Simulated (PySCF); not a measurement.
**Xenon: a sound run and one with changed settings**

Sound run: Xe [Xe], Xe+ [Kr] 4d10 5s2 5p5. Computed with PySCF 2.14 in aug-cc-pVDZ-PP with ECP28MDF (5s4p3d, 32 functions), with a scalar-relativistic core potential. The sound run starts from symmetry-adapted Hartree-Fock orbitals and uses a fine grid where one is needed.

Changed run: radial step 0.5 in ln r (0.13 in the sound run). This setting is unsound on purpose.

```
species  method  sound run (hartree)  changed run (hartree)  converged
     Xe     UHF           -328.29172             -328.29172        yes
     Xe     LDA           -328.90886             -328.89211        yes
     Xe    PBE0           -329.37099             -329.32792        yes
    Xe+     UHF           -327.86572             -327.86572        yes
    Xe+     LDA           -328.44265             -328.42365        yes
    Xe+    PBE0           -328.91222             -328.86812        yes
```

Ionisation energy of Xe:

```tsv
method	sound run (eV)	changed run (eV)
UHF	11.592	11.592
LDA	12.686	12.747
PBE0	12.484	12.512
```

A coarse radial grid mis-integrates the density and the exchange-correlation energy, with errors of either sign; Hartree-Fock needs no grid.

For comparison, NIST gives 12.130 eV between the lowest levels.
